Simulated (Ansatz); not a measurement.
A made-up structure of CHOSe (charge +1), singlet:

```
4
angstrom
O 0.0135 -0.3638 0.0808
C -0.4751 0.5919 -0.5176
Se 0.6433 -1.9045 0.9110
H -0.0756 1.5613 -0.3619
```

It is relaxed with PBE-D4/def2-SVP and then PBE0-D4/def2-TZVP (Ansatz 0.2.0). Atoms count as bonded within 1.22 times the sum of their covalent radii (H–H: 0.88 Å). The end point is not checked to be a true minimum.

(1) Does its bonding change? (Judge from chemistry; the calculation decides.)

Answers

(1) The calculation gives: No: no bond forms or breaks.

Where it ends: The first stage lowers the energy by 0.30 eV in 8 steps. It ends as CHOSe ([CH][O][Se]), total charge +1:
O1  (0.112, -0.382, 0.168)
C2  (-0.139, 0.652, -0.243)
Se3  (0.509, -2.022, 0.819)
H4  (-0.376, 1.637, -0.632)
(Å)

Labels in which every atom is bracketed show which atoms are joined, not bond orders.

For scale, one of the runs: PBE0-D4/def2-TZVP relaxation, 116 basis functions, launched by `ansatz run in.yaml --threads 2 --pin off --events-out ev --progress --plain --max-ram 4352MiB`. Hardware: 2 CPU threads of an Arm Neoverse V1, shared host. Wall time about 23 s.
